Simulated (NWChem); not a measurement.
System: BN$_{2}$H$_{4}$Cl; SMILES NB(N)Cl

Input file for NWChem:

```
start job
memory heap 200 mb stack 900 mb global 1100 mb
geometry units angstroms noautoz
  B      0.000000     0.000000     0.436396
  Cl     0.000000     0.000000    -1.369175
  N      0.000000    -1.254428     1.093098
  H      0.000000    -1.365537     2.105284
  H      0.000000    -2.129269     0.574356
  N      0.000000     1.254428     1.093098
  H      0.000000     1.365537     2.105284
  H      0.000000     2.129269     0.574356
end
basis spherical
  B library def2-svp
  Cl library def2-svp
  N library def2-svp
  H library def2-svp
end
dft
  xc revpbe cpbe96
  iterations 150
  mulliken
end
task dft energy
```

Excerpt of the output:

```
             Northwest Computational Chemistry Package (NWChem) 7.3.0
             --------------------------------------------------------

 C2V symmetry detected

                             Geometry "geometry" -> ""
                             -------------------------

 Output coordinates in angstroms (scale by  1.889725989 to convert to a.u.)

  No.       Tag          Charge          X              Y              Z
 ---- ---------------- ---------- -------------- -------------- --------------
    1 B                    5.0000     0.00000000     0.00000000     0.44717958
    2 Cl                  17.0000     0.00000000     0.00000000    -1.35839143
    3 N                    7.0000     0.00000000    -1.25442800     1.10388158
    4 H                    1.0000     0.00000000    -1.36553700     2.11606758
    5 H                    1.0000     0.00000000    -2.12926900     0.58513958
    6 N                    7.0000     0.00000000     1.25442800     1.10388158
    7 H                    1.0000     0.00000000     1.36553700     2.11606758
    8 H                    1.0000     0.00000000     2.12926900     0.58513958

 Effective nuclear repulsion energy (a.u.)     143.5542946994

      Symmetry information
      --------------------

 Group name             C2v
 Group number             16
 Group order               4
 No. of unique centers     5

  pbe96 is a nonlocal functional; adding pw91lda local functional.

                                 NWChem DFT Module
                                 -----------------

 Summary of "ao basis" -> "ao basis" (spherical)
 ------------------------------------------------------------------------------
       Tag                 Description            Shells   Functions and Types
 ---------------- ------------------------------  ------  ---------------------
 B                          def2-svp                 6       14   3s2p1d
 Cl                         def2-svp                 8       18   4s3p1d
 N                          def2-svp                 6       14   3s2p1d
 H                          def2-svp                 3        5   2s1p

      Symmetry analysis of basis
      --------------------------

        a1         34
        a2          8
        b1         13
        b2         25

            General Information
            -------------------
          SCF calculation type: DFT
          Wavefunction type:  closed shell.
          No. of atoms     :     8
          No. of electrons :    40
           Alpha electrons :    20
            Beta electrons :    20
          Charge           :     0
          Spin multiplicity:     1
          Use of symmetry is: on ; symmetry adaption is: on
          Maximum number of iterations: 150
          AO basis - number of functions:    80
                     number of shells:    38
          Convergence on energy requested:  1.00D-06
          Convergence on density requested:  1.00D-05
          Convergence on gradient requested:  5.00D-04

              XC Information
              --------------
                        RevPBE Exchange Functional  1.000
            Perdew 1991 LDA Correlation Functional  1.000 local
           PerdewBurkeErnz. Correlation Functional  1.000 non-local

             Grid Information
             ----------------
          Grid used for XC integration:  medium
          Radial quadrature: Mura-Knowles
          Angular quadrature: Lebedev.
          Tag              B.-S. Rad. Rad. Pts. Rad. Cut. Ang. Pts.
          ---              ---------- --------- --------- ---------
          B                   0.85       49           8.0       434
          Cl                  1.00       88          10.0       590
          N                   0.65       49          10.0       434
          H                   0.35       45          11.0       434
          Grid pruning is: on
          Number of quadrature shells:   276
          Spatial weights used:  Erf1

      Superposition of Atomic Density Guess
      -------------------------------------

 Sum of atomic energies:        -594.31299308

      Non-variational initial energy
      ------------------------------

 Total energy =    -596.146915
 1-e energy   =   -1101.373973
 2-e energy   =     361.672764
 HOMO         =      -0.338266
 LUMO         =       0.080505

      Symmetry analysis of molecular orbitals - initial
      -------------------------------------------------

  Numbering of irreducible representations:

     1 a1          2 a2          3 b1          4 b2

  Orbital symmetries:

     1 a1          2 a1          3 b2          4 a1          5 a1
     6 b2          7 b1          8 a1          9 a1         10 b2
    11 a1         12 a1         13 a1         14 b2         15 b2
    16 a1         17 b1         18 b2         19 b1         20 a2
    21 a1         22 b1         23 b2         24 a1         25 b2
    26 a1         27 a1         28 a1         29 b2         30 b1

     ---------------------------------------------
      Total Density - Mulliken Population Analysis
     ---------------------------------------------

    Atom       Charge   Shell Charges
 -----------   ------   -------------------------------------------------------
    1 B    5     4.61   1.99  0.81  0.11  1.21  0.34  0.15
    2 Cl  17    17.33   2.00  1.99  1.22  0.71  5.94  2.17  3.30  0.01
    3 N    7     7.53   1.99  1.02  0.37  2.61  1.54  0.01
    4 H    1     0.75   0.59  0.12  0.05
    5 H    1     0.75   0.59  0.12  0.05
    6 N    7     7.53   1.99  1.02  0.37  2.61  1.54  0.01
    7 H    1     0.75   0.59  0.12  0.05
    8 H    1     0.75   0.59  0.12  0.05

   convergence    iter        energy       DeltaE   RMS-Dens  Diis-err
 ---------------- ----- ----------------- --------- --------- ---------
 d= 0,ls=0.0,diis     1   -596.6553179876 -7.40D+02  1.22D-02  5.88D-01
 d= 0,ls=0.0,diis     2   -596.6442561907  1.11D-02  6.93D-03  6.96D-01
 d= 0,ls=0.0,diis     3   -596.7155731671 -7.13D-02  1.83D-03  6.14D-02
 d= 0,ls=0.0,diis     4   -596.7223119416 -6.74D-03  6.71D-04  2.16D-03
 d= 0,ls=0.0,diis     5   -596.7226081786 -2.96D-04  1.55D-04  2.23D-04
  Resetting Diis
 d= 0,ls=0.0,diis     6   -596.7226359764 -2.78D-05  3.95D-05  1.03D-05
 d= 0,ls=0.0,diis     7   -596.7226373646 -1.39D-06  1.23D-05  3.16D-07
 d= 0,ls=0.0,diis     8   -596.7226373361  2.84D-08  7.08D-06  5.10D-07

         Total DFT energy =     -596.722637336140
      One electron energy =    -1105.636375708225
           Coulomb energy =      412.916498420666
    Exchange-Corr. energy =      -47.557054747941
 Nuclear repulsion energy =      143.554294699360

 Numeric. integr. density =       40.000003935415

                  Occupations of the irreducible representations
                  ----------------------------------------------

                     irrep           alpha         beta
                     --------     --------     --------
                     a1               10.0         10.0
                     a2                1.0          1.0
                     b1                3.0          3.0
                     b2                6.0          6.0

                       DFT Final Molecular Orbital Analysis
                       ------------------------------------

 Vector   18  Occ=2.000000D+00  E=-2.468184D-01  Symmetry=b2
              MO Center= -4.8D-16, -1.4D-15, -1.2D+00, r^2= 1.5D+00
   Bfn.  Coefficient  Atom+Function         Bfn.  Coefficient  Atom+Function
  ----- ------------  ---------------      ----- ------------  ---------------
    26      0.628628  2 Cl py                23      0.468632  2 Cl py
    20      0.273444  2 Cl py                35      0.116765  3 N  s
    59     -0.116765  6 N  s                  8      0.082615  1 B  py
    38      0.068686  3 N  pz                62     -0.068686  6 N  pz
    47     -0.061751  4 H  s                 71      0.061751  7 H  s

 Vector   19  Occ=2.000000D+00  E=-2.321313D-01  Symmetry=b1
              MO Center=  4.0D-16, -1.0D-14, -3.7D-01, r^2= 3.0D+00
   Bfn.  Coefficient  Atom+Function         Bfn.  Coefficient  Atom+Function
  ----- ------------  ---------------      ----- ------------  ---------------
    25      0.527817  2 Cl px                22      0.377542  2 Cl px
    36      0.258504  3 N  px                60      0.258504  6 N  px
    19      0.220640  2 Cl px                39     -0.204195  3 N  px
    63     -0.204195  6 N  px                 4      0.113218  1 B  px
     7     -0.039235  1 B  px                13      0.029895  1 B  d  1

 Vector   20  Occ=2.000000D+00  E=-2.006461D-01  Symmetry=a2
              MO Center= -8.2D-14,  9.4D-15,  1.1D+00, r^2= 2.4D+00
   Bfn.  Coefficient  Atom+Function         Bfn.  Coefficient  Atom+Function
  ----- ------------  ---------------      ----- ------------  ---------------
    36      0.431398  3 N  px                60     -0.431398  6 N  px
    39     -0.364914  3 N  px                63      0.364914  6 N  px
    10      0.039278  1 B  d -2

 Vector   21  Occ=0.000000D+00  E= 2.738817D-02  Symmetry=a1
              MO Center= -7.0D-15, -5.9D-14,  1.7D+00, r^2= 5.9D+00
   Bfn.  Coefficient  Atom+Function         Bfn.  Coefficient  Atom+Function
  ----- ------------  ---------------      ----- ------------  ---------------
    35      0.963872  3 N  s                 59      0.963872  6 N  s
    48     -0.778169  4 H  s                 72     -0.778169  7 H  s
    53     -0.485027  5 H  s                 77     -0.485027  8 H  s
     3     -0.390682  1 B  s                 34      0.181232  3 N  s
    58      0.181232  6 N  s                 41      0.164157  3 N  pz

 Vector   22  Occ=0.000000D+00  E= 5.583058D-02  Symmetry=b1
              MO Center=  2.1D-14, -1.2D-15,  4.3D-01, r^2= 2.4D+00
   Bfn.  Coefficient  Atom+Function         Bfn.  Coefficient  Atom+Function
  ----- ------------  ---------------      ----- ------------  ---------------
     7     -0.646658  1 B  px                 4      0.632465  1 B  px
    39      0.358094  3 N  px                63      0.358094  6 N  px
    25      0.297050  2 Cl px                36     -0.280546  3 N  px
    60     -0.280546  6 N  px                22      0.150323  2 Cl px
    31      0.091138  2 Cl d  1              19      0.084609  2 Cl px

 Vector   23  Occ=0.000000D+00  E= 6.370494D-02  Symmetry=b2
              MO Center=  2.2D-16, -2.8D-14,  1.5D+00, r^2= 7.2D+00
   Bfn.  Coefficient  Atom+Function         Bfn.  Coefficient  Atom+Function
  ----- ------------  ---------------      ----- ------------  ---------------
    35      0.979760  3 N  s                 59     -0.979760  6 N  s
    48     -0.824582  4 H  s                 72      0.824582  7 H  s
    53     -0.723920  5 H  s                 77      0.723920  8 H  s
    40     -0.241148  3 N  py                64     -0.241148  6 N  py
    34      0.165183  3 N  s                 58     -0.165183  6 N  s

     ---------------------------------------------
      Total Density - Mulliken Population Analysis
     ---------------------------------------------

    Atom       Charge   Shell Charges
 -----------   ------   -------------------------------------------------------
    1 B    5     5.11   1.98  0.79  0.06  1.64  0.47  0.15
    2 Cl  17    17.19   2.00  1.98  1.26  0.68  5.93  2.16  3.15  0.02
    3 N    7     7.08   1.99  0.97  0.33  2.49  1.29  0.01
    4 H    1     0.89   0.73  0.12  0.05
    5 H    1     0.88   0.72  0.11  0.05
    6 N    7     7.08   1.99  0.97  0.33  2.49  1.29  0.01
    7 H    1     0.89   0.73  0.12  0.05
    8 H    1     0.88   0.72  0.11  0.05

     -------------------------------------------
      Total Density - Lowdin Population Analysis
     -------------------------------------------

    Atom       Charge   Shell Charges
 -----------   ------   -------------------------------------------------------
    1 B    5     5.38   1.96  0.51  0.23  1.51  0.80  0.37
    2 Cl  17    16.91   2.00  1.95  1.02  0.75  5.82  2.27  3.08  0.02
    3 N    7     7.01   1.97  0.67  0.40  2.26  1.69  0.03
    4 H    1     0.92   0.60  0.21  0.12
    5 H    1     0.92   0.59  0.20  0.12
    6 N    7     7.01   1.97  0.67  0.40  2.26  1.69  0.03
    7 H    1     0.92   0.60  0.21  0.12
    8 H    1     0.92   0.59  0.20  0.12

     Multipole analysis of the density
     ---------------------------------

     L   x y z        total         alpha         beta         nuclear
     -   - - -        -----         -----         ----         -------
     0   0 0 0     -0.000000    -20.000000    -20.000000     40.000000

     1   1 0 0      0.000000      0.000000      0.000000      0.000000
     1   0 1 0      0.000000      0.000000      0.000000      0.000000
     1   0 0 1      1.129323      0.564662      0.564662      0.000000

     2   2 0 0    -24.493205    -12.246603    -12.246603      0.000000
     2   1 1 0     -0.000000     -0.000000     -0.000000      0.000000
     2   1 0 1      0.000000      0.000000      0.000000      0.000000
     2   0 2 0    -17.691863    -71.031035    -71.031035    124.370207
     2   0 1 1      0.000000      0.000000      0.000000     -0.000000
     2   0 0 2    -19.757131   -115.347692   -115.347692    210.938253
```

Level: revPBE/def2-SVP. Coordinates come from a PBE-D3(BJ)/def2-SVP optimisation.
